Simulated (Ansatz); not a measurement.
The cluster Tl3H4, relaxed as a doublet with UKS PBE-D4/def2-SVP in Ansatz, starting from the GFN2-xTB geometry. Force threshold 0.02 eV/Å.

In the def2 sets Tl takes a core potential; there is no spin–orbit coupling. The relaxation made no stability test and no search for a lower SCF solution. The structure comes from a short search, and lower isomers may exist.

Start:

Cartesian coordinates in Å:
```
Tl -1.4845 1.3508 0.5066
Tl 2.5483 0.5452 0.2462
Tl -0.6893 -1.6957 -0.9718
H 0.7235 1.7126 1.2183
H -1.7502 -0.9498 1.0109
H 1.5619 -1.5332 -0.3483
H -0.9097 0.5701 -1.6619
```

(1) Estimate the energy that the relaxation releases and the steps that it takes.

(2) Does the start keep its bonding and symmetry?

(3) Predict the relaxed structure.

## Answers

(1) 13.9 kcal/mol, in 7 steps; 8 s on 4 threads of Arm Neoverse V2 on a shared host. No frequencies were taken in this run, so the end may be a saddle point.

(2) Bonds formed: Tl1–H4, Tl1–H5, Tl1–H7, Tl3–H5, Tl3–H6, Tl3–H7 (atoms count from 1). The end is the same structure that another start reached, the lowest one found. Point group Cs at the start, C2v at the end, both within 0.05 Å; within 0.015 Å the end is Cs.

(3) 
Cartesian coordinates in Å:
```
Tl -1.330 1.279 0.473
Tl 2.380 0.363 0.531
Tl -0.587 -1.568 -0.907
H 0.655 1.567 0.926
H -1.439 -0.788 0.851
H 1.393 -1.266 -0.446
H -1.072 0.412 -1.428
```
Bond lengths (bridged metal pairs left out): 6 × H–Tl 2.06 to 2.11 Å.
